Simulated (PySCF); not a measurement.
B(H)(Cl)(NH2) (BClH3N), SMILES NBCl.

Geometry optimised at PBE0-D3(BJ)/def2-TZVP. Other conformers were not sampled.

Calculation: TDA-CAM-B3LYP/def2-SVPD (PySCF).

Vertical excitations. The molecule is in vacuum. State labels are in the subgroup Cs.

### Question
Estimate the UV-visible absorptions. (The exact figures need the calculation; the answer reports its results.)

### Answer

```json
[
 {"state": "S1", "symmetry": "A\"", "energy (eV)": "7.21", "λ (nm)": "172", "f": "0.002", "main pairs": "HOMO−1→LUMO+1 98 %"},
 {"state": "S2", "symmetry": "A\"", "energy (eV)": "7.59", "λ (nm)": "163", "f": "0.012", "main pairs": "HOMO→LUMO 89 %"},
 {"state": "S3", "symmetry": "A'", "energy (eV)": "7.83", "λ (nm)": "158", "f": "0.150", "main pairs": "HOMO→LUMO+1 80 %, HOMO−1→LUMO 12 %"},
 {"state": "S4", "symmetry": "A'", "energy (eV)": "8.28", "λ (nm)": "150", "f": "0.133", "main pairs": "HOMO−1→LUMO 71 %, HOMO−1→LUMO+2 13 %"},
 {"state": "S5", "symmetry": "A\"", "energy (eV)": "8.73", "λ (nm)": "142", "f": "0.047", "main pairs": "HOMO→LUMO+2 71 %"},
 {"state": "S6", "symmetry": "A\"", "energy (eV)": "8.79", "λ (nm)": "141", "f": "0.014", "main pairs": "HOMO→LUMO+3 70 %, HOMO→LUMO+5 15 %"},
 {"state": "S7", "symmetry": "A\"", "energy (eV)": "8.94", "λ (nm)": "139", "f": "0.017", "main pairs": "HOMO−3→LUMO+1 89 %"},
 {"state": "S8", "symmetry": "A'", "energy (eV)": "9.00", "λ (nm)": "138", "f": "0.072", "main pairs": "HOMO−1→LUMO+2 57 %, HOMO−1→LUMO+3 15 %, HOMO−1→LUMO 11 %, HOMO−1→LUMO+5 9 %"},
 {"state": "S9", "symmetry": "A'", "energy (eV)": "9.32", "λ (nm)": "133", "f": "0.138", "main pairs": "HOMO−1→LUMO+3 67 %, HOMO−1→LUMO+2 18 %"},
 {"state": "S10", "symmetry": "A\"", "energy (eV)": "9.44", "λ (nm)": "131", "f": "0.010", "main pairs": "HOMO→LUMO+5 51 %, HOMO→LUMO+3 18 %, HOMO−2→LUMO 13 %"},
 {"state": "T1", "symmetry": "A'", "energy (eV)": "6.26", "λ (nm)": "198", "f": "0", "main pairs": "HOMO→LUMO+1 90 %"},
 {"state": "T2", "symmetry": "A\"", "energy (eV)": "6.86", "λ (nm)": "181", "f": "0", "main pairs": "HOMO−1→LUMO+1 92 %"},
 {"state": "T3", "symmetry": "A\"", "energy (eV)": "7.33", "λ (nm)": "169", "f": "0", "main pairs": "HOMO→LUMO 81 %"},
 {"state": "T4", "symmetry": "A'", "energy (eV)": "7.91", "λ (nm)": "157", "f": "0", "main pairs": "HOMO−2→LUMO+1 89 %"}
]
```
Triplets are in the Tamm–Dancoff approximation.
